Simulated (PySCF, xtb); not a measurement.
SnHI3, SMILES [I][SnH]([I])[I].

Harmonic wavenumbers (cm⁻¹) from xtb 6.7.1 with GFN2-xTB at its own minimum, in rising order: 50, 50, 63, 163, 223, 224, 458, 458, 1225.

Question: What does PBE-D3(BJ)/def2-SVP run with PySCF 2.14.0 give at its own minimum? (The exact figures need the calculation; the answer reports its results.)

Answer: 49, 49, 69, 171, 211, 211, 511, 511, 1841. Paired by order, the mean absolute difference is 84 cm⁻¹ and the zero-point energies are 4.2 and 5.2 kcal/mol.
